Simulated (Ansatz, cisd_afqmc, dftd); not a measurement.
Species: C2HCl3, charge 0, singlet. C2HCl3 (SMILES ClC=C(Cl)Cl).
B3LYP-D3(BJ)/def2-TZVP minimum from Ansatz (an electronic-structure program):
```
C
C 1 1.3292
H 2 1.0787 1 120.82
Cl 1 1.7162 2 124.31 3 -180.00
Cl 2 1.7170 3 115.14 1 180.00
Cl 1 1.7297 2 120.07 3 0.00
```
Charge 0, spin multiplicity 1.

Wanted: atomisation energy (electronic, to ground-state atoms), in kcal/mol. UHF or UKS for unpaired electrons; spin-orbit terms are left out. Correlated methods leave the cores frozen. Rows without X2C or -DK are non-relativistic. The Monte Carlo rows (phaseless AFQMC, CISD trial, step 0.005/hartree) carry one-sigma bars that omit the constraint's bias. Outlying blocks are dropped, and bars are widened where a walk drifts. Over all cases where full CI ran beside it in this data, AFQMC minus full CI had a median of +0.1 mEh and passed +0.4 mEh in a tenth of the cases. CBS(X,Y): correlation extrapolated as X^-3, Hartree-Fock from the larger set (Q,5: extrapolated as (X+1)exp(-9√X)). A bracket is a step between two methods taken in the basis named. Functionals run without relativity, which enters their misses. '+ core + X2C': CCSD(T) terms for core correlation (cc-pwCVTZ, 1s frozen past Ne) and scalar relativity (cc-pVTZ-DK). Where a partner has so few electrons that a lower coupled-cluster level is exact, that level stands in. The restricted determinant of C2HCl3 (ClC=C(Cl)Cl, singlet) is unstable towards broken spin symmetry in at least one set run.

```json
[
 {"level": "PBE0-D3(BJ)/def2-TZVPD", "program": "Ansatz + dftd3", "atomisation energy (kcal/mol)": "508.8", "difference against the last row": "9.8"},
 {"level": "PBE0/def2-TZVPD", "program": "Ansatz", "atomisation energy (kcal/mol)": "504.8", "difference against the last row": "5.8"},
 {"level": "CAM-B3LYP-D3(BJ)/def2-TZVPD", "program": "Ansatz + dftd3", "atomisation energy (kcal/mol)": "490.8", "difference against the last row": "-8.2"},
 {"level": "wB97M-V/def2-TZVPD", "program": "Ansatz", "atomisation energy (kcal/mol)": "499.4", "difference against the last row": "0.4"},
 {"level": "MP2/cc-pV(D+d)Z", "program": "Ansatz", "atomisation energy (kcal/mol)": "469.6", "difference against the last row": "-29.4"},
 {"level": "MP2/CBS(cc-pV(Q+d)Z,cc-pV(5+d)Z)", "program": "Ansatz", "atomisation energy (kcal/mol)": "521.8", "difference against the last row": "22.8"},
 {"level": "CCSD/cc-pV(Q+d)Z", "program": "Ansatz", "atomisation energy (kcal/mol)": "471.2", "difference against the last row": "-27.8"},
 {"level": "CCSDT(Q)/cc-pV(D+d)Z", "program": "Ansatz", "atomisation energy (kcal/mol)": "448.7", "difference against the last row": "-50.3"},
 {"level": "AFQMC/CISD/cc-pV(T+d)Z", "program": "cisd_afqmc", "atomisation energy (kcal/mol)": "477.4 ± 0.4", "difference against the last row": "-21.6"},
 {"level": "CCSD(T)/CBS(cc-pV(Q+d)Z,cc-pV(5+d)Z) + [CCSDT(Q) - CCSD(T)]/cc-pV(D+d)Z + core + X2C", "program": "Ansatz", "atomisation energy (kcal/mol)": "499.0", "difference against the last row": "0.0"}
]
```
